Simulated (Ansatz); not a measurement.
C₃H₇ClSi (`C/C=C\[SiH2]Cl`), charge 0, multiplicity 1.

**Question.** Give a relaxed structure at PBE0-D4/def2-TZVP (Ansatz). (Estimate.)

**Answer.** Computed: 
Z-matrix (Å, degrees):
```
C
C 1 1.487
H 1 1.091 2 112.8
H 1 1.095 2 110.2 3 -120.6
H 1 1.094 2 110.7 3 121.8
C 2 1.335 1 126.4 3 3.0
H 2 1.090 1 115.0 3 -177.8
Si 6 1.850 2 125.3 1 -1.4
H 6 1.088 2 117.6 1 178.6
Cl 8 2.067 6 111.2 2 73.2
H 8 1.482 6 109.8 2 -168.5
H 8 1.483 6 112.6 2 -45.8
```
This is one stationary point; other conformers may exist.
